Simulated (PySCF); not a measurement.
A GIAO shielding run with PySCF 2.14 (density fitting, non-relativistic, gas phase) on SMILES FC(F)C1=CO[SiH2]CO1, C4H6F2O2Si:

```
$ OMP_NUM_THREADS=1 python probes_run.py task.json out

{"job": {"kind": "nmr", "xc": "PBE0", "basis": "pcSseg-1"}, "charge": 0, "multiplicity": 1}
F      2.601664    -1.467579    -0.693288
C      2.289094    -0.231925    -0.218175
F      2.888084     0.640067    -1.065533
C      0.800211    -0.025150    -0.166740
C      0.083923     0.048118    -1.289644
O     -1.249015     0.267678    -1.337249
Si    -2.127118     0.556668     0.013691
C     -1.024732    -0.252793     1.352915
O      0.342817     0.095902     1.114646
H      2.744465    -0.122356     0.776339
H      0.548933    -0.072767    -2.255721
H     -2.203407     1.992401     0.261078
H     -3.369526    -0.156703    -0.221916
H     -1.114638    -1.345533     1.336833
H     -1.215168     0.081961     2.370851
```

Hardware: 1 thread of an Arm Neoverse N1, shared host. The job also computes population analyses, field gradients, ring-centre shieldings.

Task: How large is the calculation?

Result: 78 electrons, 190 basis functions and 1009 auxiliary functions.

Task: How long does it take, and how much memory does it need?

Result: 71 s of wall time, with 15 SCF cycles and 5 response iterations; peak memory 0.84 GiB. Times on a shared host scatter by some tens of per cent.
